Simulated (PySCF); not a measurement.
Question: Give a PBE0-D3(BJ)/def2-SVP geometry of `c1co[c]([AlH-]2[Cl+][AlH2-][Cl+]2)c1`.

Answer: 
Z-matrix in Å and degrees, rows numbered from 1:
```
C 
C   1  1.3646
O   2  1.3408  1  110.69
C   3  1.3717  2  108.45  1    -0.01
Al  4  1.9343  3  119.45  2  -179.54
Cl  5  2.3050  4  103.16  3   177.34
Al  6  2.3258  5   89.39  4    97.82
Cl  7  2.3086  6   89.48  5    12.37
C   4  1.3764  3  107.99  2     0.08
H   1  1.0878  2  126.64  3   179.82
H   2  1.0877  1  132.95  3  -179.72
H   5  1.5722  4  129.30  3    44.71
H   7  1.5766  6  108.02  5   121.88
H   7  1.5768  6  106.94  5   -97.29
H   9  1.0889  1  127.00  2   179.95
```

The 2 C–O bonds span 1.341 Å (C2–O3, aromatic) to 1.372 Å (O3–C4, aromatic), a spread of 0.031 Å. Al7 (aluminium bonded to 2 Cl and 2 H) has angles from 89.5° to 128.0°. Al5 (aluminium bonded to C, 2 Cl and H) has angles from 89.4° to 129.3°. O3 (furan-type oxygen) is bent (angle 108.5°).

Computed with PBE0-D3(BJ)/def2-SVP geometry optimisation, gas phase in PySCF 2.14.0.

Point group: C1 (no symmetry element, even within 0.4 Å). PBE0-D3(BJ)/def2-SVP frequencies: not computed here. The numbers are those of one conformer (O3–C4–Al5–Cl6 177°, C4–Al5–Cl6–Al7 98°, Al5–Cl6–Al7–Cl8 12°, Cl6–Al7–Cl8–Al5 -12°, C4–Al5–Cl8–Al7 -91°).

The run took about 8 min of CPU time (one thread, shared machine). These figures are those of the optimisation.
